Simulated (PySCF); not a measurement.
GaO: energy against distance

Set-up: Ga def2-TZVPPD, O def2-TZVPPD; no relativity (PySCF 2.14). Energies in eV from Ga + O in their ground configurations at the same level. State: ²Σ⁺ (doublet), unpaired electrons σ ↑.

Curves on a restricted Hartree–Fock reference rise too fast on stretching and do not dissociate correctly.

```json
{"R (Å)": "1.472", "B2PLYP": "-3.097", "ROHF": "-0.144", "ROHF-CCSD": ""}
{"R (Å)": "1.541", "B2PLYP": "-3.802", "ROHF": "-0.714", "ROHF-CCSD": "-3.342"}
{"R (Å)": "1.609", "B2PLYP": "-4.151", "ROHF": "-1.253", "ROHF-CCSD": "-3.731"}
{"R (Å)": "1.661", "B2PLYP": "-4.255", "ROHF": "-1.506", "ROHF-CCSD": "-3.864"}
{"R (Å)": "1.712", "B2PLYP": "-4.269", "ROHF": "-1.659", "ROHF-CCSD": "-3.902"}
{"R (Å)": "1.763", "B2PLYP": "-4.222", "ROHF": "-1.734", "ROHF-CCSD": "-3.870"}
{"R (Å)": "1.832", "B2PLYP": "-4.098", "ROHF": "-1.744", "ROHF-CCSD": "-3.754"}
{"R (Å)": "1.917", "B2PLYP": "-3.883", "ROHF": "-1.655", "ROHF-CCSD": "-3.535"}
{"R (Å)": "2.020", "B2PLYP": "-3.580", "ROHF": "-1.456", "ROHF-CCSD": "-3.219"}
{"R (Å)": "2.157", "B2PLYP": "-3.151", "ROHF": "-1.112", "ROHF-CCSD": ""}
```

Put a parabola through the three lowest points of the B2PLYP curve and estimate Re, k and ωe (reduced mass 12.98 u; 1 eV/Å² = 0.16022 mdyn/Å; ωe = 1302.8·√(k/μ) cm⁻¹).

Through R = 1.661, 1.712, 1.763 Å the second-order coefficient is 11.7 eV/Å², so Re ≈ 1.698 Å, k ≈ 3.76 mdyn/Å and ωe ≈ 701 cm⁻¹. A polynomial fit of higher order to the unrounded B2PLYP energies gives Re = 1.696 Å, k = 4.17 mdyn/Å, ωe = 738 cm⁻¹; anharmonicity and rounding make the difference.

The higher-order fit for each curve: B2PLYP: Re = 1.696 Å, ωe = 738 cm⁻¹, De = 4.27 eV; ROHF: Re = 1.804 Å, ωe = 617 cm⁻¹, De = 1.75 eV; ROHF-CCSD: Re = 1.711 Å, ωe = 741 cm⁻¹, De = 3.90 eV.

Correlated steps freeze 10 core orbitals. Spin–orbit coupling is left out. B2PLYP dipoles, levels and charges come from its SCF part alone. The CCSD T1 diagnostic is raised, a sign that a single reference may not be enough here. The state was picked by a PBE0 search and need not be the measured ground state.
